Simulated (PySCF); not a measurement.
AlF4, SMILES [F][Al-]([F])([F])[F], charge -1. Atoms are numbered in the order given.

```xyz
5

Al     0.0000     0.0000     0.0000
F      0.9988     0.9988    -0.9988
F     -0.9988     0.9988     0.9988
F     -0.9988    -0.9988    -0.9988
F      0.9988    -0.9988     0.9988
```
Charge -1, spin multiplicity 1.

The structure is a stationary point at PBE-D3(BJ)/def2-SVPD. The isomer is the one that the SMILES or the coordinates give; other isomers of the formula were not compared.

Computed with PBE-D3(BJ)/def2-SVPD run with PySCF.

Frequencies are harmonic and unscaled.

Modes within 1.5 cm⁻¹ of each other (mostly degenerate sets) share a row, with their intensities summed.

Computed normal modes with their intensities:
```tsv
mode	ν (cm⁻¹)	IR (km/mol)	moving atoms (share of kinetic energy)
1–2	181	0.0	F 100 %
3–5	281	106.3	F 79 %, Al 21 %
6	578	0.0	F 100 %
7–9	751	593.5	Al 53 %, F 47 %
```
